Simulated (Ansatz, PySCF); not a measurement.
This PySCF input computes a CAM-B3LYP/def2-TZVPD energy:

```python
from pyscf import gto, scf, dft

mol = gto.M(
    atom='''
    Na   -0.00000000   -0.00000000   -0.86395243
    O     0.00000000    0.00000000    1.18793459
    ''',
    basis='def2-tzvpd',
    charge=0,
    spin=1,
    symmetry='C2v',
    verbose=4,
)

mf = dft.UKS(mol, xc='camb3lyp').density_fit(auxbasis='def2-universal-jkfit')
mf.grids.level = 3
mf.conv_tol = 1e-9
mf.max_cycle = 100
mf.max_memory = 1500
mf.kernel()
if not mf.converged:
    mf = mf.newton()
    mf.kernel(mf.make_rdm1())
mf.analyze()
```

Q: Write an input for the same energy in Ansatz (a program for electronic structure) and say what it gives.

A: 
Ansatz 0.2 input:
```yaml
crystal:
  periodic: [false, false, false]
  atoms:
    - {symbol: Na, position_ang: [-0.00000000, -0.00000000, -0.86395243]}
    - {symbol: O, position_ang: [0.00000000, 0.00000000, 1.18793459]}
basis:
  gaussian:
    orbitals: def2-TZVPD
hamiltonian:
  xc: {name: CAM-B3LYP}
magnetization: {spin_polarized: true, initial_magnetization: 1}
output: {forces: true}
```
It gives -237.44435 Eh, and PySCF -237.44438 Eh, a difference of 0.03 mEh, from the treatment of integrals and grids.
